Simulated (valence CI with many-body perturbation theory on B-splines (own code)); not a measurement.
**Rh30+: magnetic and hyperfine properties of the levels**

Computed by valence CI with perturbative core correlation (CI+MBPT): five valence electrons over a frozen Dirac-Fock core [Ne], radial functions for each j: 11 s, 11 p, 10 d, 8 f, 5 g, 2 h, with the one-electron correlation potential Σ1, the two-electron term Σ2, the three-electron term Σ3, Breit, model QED; selected CI, second order for the rest, scaled by the run's own slope (own B-spline code, finite nucleus).

The last digits are not significant, and no measured levels were compared; by estimate large intervals hold to a few tenths of a per cent, small ones and those within an open d or f shell to about a per cent. Among the levels kept, up to 3700 cm⁻¹ of a level comes from second order outside the variational space, and about a tenth of that is noise between levels of different J, which matters for small intervals.

A/g_I is the dipole constant over the nuclear g factor μ/I (μ in nuclear magnetons, uniformly magnetised nucleus), B/Q the quadrupole constant per barn. Both hold the static response of the core; the bare values leave it out. Large factors of s and p1/2 electrons are usually good to 5 to 10 %; those of open d and f shells near neutrality can be off by tens of per cent, and small factors of p3/2, d and f electrons come from cancelling terms and can be off by a factor of two or in sign, in half-filled shells by more. B is blank for J = 1/2, where it vanishes, and for nearly pure S terms. Energies count from the lowest level.

Levels are named by their leading jj configuration (3d3/2^4 stands for four electrons in 3d with j = 3/2), which in mixed levels can hold well under half, so a name can repeat and another be missing. Letters in brackets count levels of one name in rising energy.

```
                             Level  E (cm⁻¹)      g  A/g_I (MHz)  A/g_I bare  B/Q (MHz/b)  B/Q bare
        (3s^2 3p1/2^2 3p3/2) J=3/2         0  1.490        30700       31000        50200     49100
        (3s^2 3p1/2 3p3/2^2) J=3/2    223740  1.373         5340        6120        24200     23700
        (3s^2 3p1/2 3p3/2^2) J=5/2    273830  1.196        71700       70300         -236      -228
        (3s^2 3p1/2 3p3/2^2) J=1/2    337020  0.660       212000      206000                       
              (3s^2 3p3/2^3) J=3/2    563190  1.262        38400       38000       -74400    -72800
        (3s 3p1/2^2 3p3/2^2) J=5/2    852460  1.523       144000      141000        26900     26400
    (3s^2 3p1/2^2 3d3/2) J=3/2 [a]    925620  1.039        -7860       -6330       -25300    -24200
        (3s 3p1/2^2 3p3/2^2) J=1/2    984430  2.377       500000      486000                       
    (3s^2 3p1/2^2 3d3/2) J=3/2 [b]   1019100  1.085        26900       27100        -5100     -4720
        (3s^2 3p1/2^2 3d5/2) J=5/2   1070100  1.169        15300       15900        21800     22200
          (3s 3p1/2 3p3/2^3) J=3/2   1122200  1.232        54600       53700       -45200    -44100
          (3s 3p1/2 3p3/2^3) J=5/2   1162100  1.194       123000      120000       -55700    -54400
(3s^2 3p1/2 3p3/2 3d3/2) J=3/2 [a]   1168400  1.021        48300       47900       -32300    -31500
(3s^2 3p1/2 3p3/2 3d3/2) J=1/2 [a]   1177200  0.441        61300       60400                       
(3s^2 3p1/2 3p3/2 3d3/2) J=5/2 [a]   1192000  0.998        81900       80000       -45800    -44300
    (3s^2 3p1/2 3p3/2 3d3/2) J=7/2   1220700  1.126        45900       45500        23600     23700
(3s^2 3p1/2 3p3/2 3d5/2) J=7/2 [a]   1242000  1.299         1030        2090        73300     72400
          (3s 3p1/2 3p3/2^3) J=1/2   1278800  1.056        34300       33600                       
    (3s^2 3p1/2 3p3/2 3d5/2) J=9/2   1289300  1.235        37200       37000        30700     31000
(3s^2 3p1/2 3p3/2 3d5/2) J=3/2 [a]   1294200  1.147       -10200       -8710       -33000    -32200
(3s^2 3p1/2 3p3/2 3d5/2) J=5/2 [a]   1312600  1.241        34000       34100       -18100    -17300
(3s^2 3p1/2 3p3/2 3d3/2) J=3/2 [b]   1367100  1.220        -8990       -7400        10400     10100
(3s^2 3p1/2 3p3/2 3d3/2) J=5/2 [b]   1376500  1.336        40900       41000        -3660     -3640
(3s^2 3p1/2 3p3/2 3d5/2) J=7/2 [b]   1381100  1.045        43300       42700        47700     47400
(3s^2 3p1/2 3p3/2 3d3/2) J=1/2 [b]   1392100  2.034        99200       97900                       
(3s^2 3p1/2 3p3/2 3d5/2) J=3/2 [b]   1418800  1.421        58100       57700        -5970     -6010
(3s^2 3p1/2 3p3/2 3d5/2) J=3/2 [c]   1445600  0.885        52500       51600        24800     24500
(3s^2 3p1/2 3p3/2 3d5/2) J=5/2 [b]   1455000  1.109        10000       10500        41800     41500
        (3s^2 3p3/2^2 3d5/2) J=1/2   1461100  1.282       226000      219000                       
        (3s^2 3p3/2^2 3d5/2) J=7/2   1523900  1.243        20100       20500        17300     17300
    (3s^2 3p1/2 3p3/2 3d5/2) J=1/2   1539000  1.127         5500        6060                       
        (3s^2 3p3/2^2 3d5/2) J=9/2   1547700  1.203        22800       23000        65900     65400
        (3s^2 3p3/2^2 3d3/2) J=1/2   1589400  1.308        19700       19400                       
        (3s^2 3p3/2^2 3d3/2) J=5/2   1602200  1.194        51900       51400       -25500    -25100
    (3s^2 3p3/2^2 3d3/2) J=3/2 [a]   1602500  1.118        21300       21600       -24100    -23900
        (3s^2 3p3/2^2 3d3/2) J=7/2   1636800  1.109        31100       31100          653      1450
    (3s^2 3p3/2^2 3d5/2) J=5/2 [a]   1674900  1.204        11400       12100        88700     87400
    (3s^2 3p3/2^2 3d3/2) J=3/2 [b]   1690400  1.065        19200       19900         4980      5260
        (3s^2 3p3/2^2 3d5/2) J=3/2   1758500  0.992        17300       17600        12300     12200
                (3s 3p3/2^4) J=1/2   1763700  1.682       321000      311000
```

Question: Take the isotope of mass number 103, with I = 1/2, μ = -0.08829 μN. What is the hyperfine structure of (3s^2 3p1/2 3p3/2^2) J=3/2?

Answer: From the table A = -942 MHz. Shifts from the centre of gravity in MHz: F = 1: 1180, F = 2: -706.
